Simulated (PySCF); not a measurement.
Cartesian coordinates (Å):
```xyz
11

Ta     0.0289    -0.1913    -0.2220
O      1.9187    -0.5833    -0.3807
H      2.2270    -1.4942    -0.2180
O     -0.3437    -2.0309     0.3037
H     -0.7694    -2.3440     1.1204
O      0.2777     1.6872    -0.4791
H      0.3009     2.6496    -0.3838
O     -0.8140     0.1880     1.5144
H     -0.8843     1.1273     1.7655
O     -1.0224    -0.3976    -1.8343
H     -1.4218    -1.2658    -2.0294
```
Charge 0, multiplicity 1.

What HOMO–LUMO gap, LUMO and total energy does PySCF with TPSSh-D3(BJ)/def2-TZVP // BP86-D3(BJ)/def2-SVP give?


| Item | Result |
|---|---|
| HOMO–LUMO gap | 6.25 eV |
| LUMO | -1.41 eV |
| total energy | -11880.22 eV |
